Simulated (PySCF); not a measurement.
Ligand exchange on a metal centre used in film growth or etching (Cd OH-Br). Gas-phase values, no solvent. One relaxed conformer stands for each flexible species; it need not be the lowest.

The HOMO from two functionals at the same geometries (r2SCAN-D4/def2-SVP), both in PySCF: PBE-D3(BJ)/def2-TZVP and TPSSh-D3(BJ)/def2-TZVP. 

```tsv
species	TPSSh-D3(BJ)/def2-TZVP (eV)
0 of 2 OH replaced by Br ([Cd(OH)2])	-7.14
1 of 2 OH replaced by Br ([Cd(OH)(Br)])	-7.36
2 of 2 OH replaced by Br ([Cd(Br)2])	-7.73
```

Problem. What does PBE-D3(BJ)/def2-TZVP give for each?

Solution. 
- 0 of 2 OH replaced by Br ([Cd(OH)2]): -6.44
- 1 of 2 OH replaced by Br ([Cd(OH)(Br)]): -6.69
- 2 of 2 OH replaced by Br ([Cd(Br)2]): -7.15
Over these rows, drawn at random from the members with no instability flagged (it was tested for open shells, ions and some series alone), PBE minus TPSSh-D3(BJ): mean +0.65 eV, from +0.58 eV to +0.70 eV.
